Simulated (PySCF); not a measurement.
Estimate the missing entries of this data sheet.

Compound: H11NOSi4.
SMILES: `[Si@H]([SiH]([SiH3])[SiH3])(O)N`

Conformer (atom-mapped SMILES and torsion angles): `[NH2:1][Si@H:2]([OH:3])[SiH:4]([SiH3:5])[SiH3:6]`: N1–Si2–Si4–Si5 27°, H–N1–Si2–O3 -51°, H–N1–Si2–O3 171°, H–O3–Si2–N1 55°.

| property | level | value |
| --- | --- | --- |
| point group of the GFN2-xTB geometry | GFN2-xTB | C1 |
| rotational constants A, B, C of the GFN2-xTB geometry | GFN2-xTB | 1.485, 1.050, 0.706 GHz |
| dipole moment | CAM-B3LYP/def2-SVPD | 2.78 D |
| HOMO energy | CAM-B3LYP/def2-SVPD | ? |
| LUMO energy | CAM-B3LYP/def2-SVPD | 0.43 eV |
| lowest singlet excitation | TDDFT CAM-B3LYP/def2-SVPD | 5.98 eV (207 nm, f = 0.031) |
| strongest line among the 8 lowest singlet transitions | TDDFT CAM-B3LYP/def2-SVPD | ? |
| lowest triplet excitation (Tamm–Dancoff) | TDA CAM-B3LYP/def2-SVPD | ? |
| static isotropic polarisability | CAM-B3LYP/def2-SVPD | ? |
| electronic spatial extent ⟨r²⟩ about the centre of nuclear charge | CAM-B3LYP/def2-SVPD | ? |
| 1H chemical shifts (computed TMS as zero) by class | GIAO PBE0/pcSseg-1 | ? |
| isotropic shieldings of nuclei other than C and H, by class | GIAO PBE0/pcSseg-1 | 237 (1 N), 293 (1 O), 352 (1 Si), 461 (1 Si), 462 (1 Si), 494 (1 Si) ppm |

Electronic properties: PySCF, gas phase, density fitting. NMR classes are plain means over equivalent atoms (diastereotopic ones count apart unless rotation or inversion swaps them), as if these changed places fast; in this geometry the members of some classes differ.

Problem. Give the HOMO energy.

Solution. -8.68 eV.

Problem. What is the lowest triplet excitation (Tamm–Dancoff)?

Solution. 5.44 eV.

Problem. Give the static isotropic polarisability.

Solution. 128.6 au.

Problem. Give the strongest line among the 8 lowest singlet transitions.

Solution. S8 at 7.25 eV (171 nm, f = 0.131).

Problem. The 1H chemical shifts (computed TMS as zero) by class?

Solution. 6.24 (1 H), 3.65 (3 H), 3.63 (3 H), 3.03 (1 H), 1.41 (1 H), 0.39 (2 H) ppm.

Problem. What is the electronic spatial extent ⟨r²⟩ about the centre of nuclear charge?

Solution. 1732 bohr².

A dipole of 2.78 D is allowed in C1, and pure rotational transitions are dipole-allowed. The 8 singlets span 5.98 to 7.25 eV, and their oscillator strengths add up to 0.41. The vertical singlet–triplet gap S1 − T1 is 0.54 eV (TDDFT singlet less Tamm–Dancoff triplet; S1: HOMO→LUMO, weight 0.90; T1: HOMO→LUMO, weight 0.66).

One conformer stands for the species.
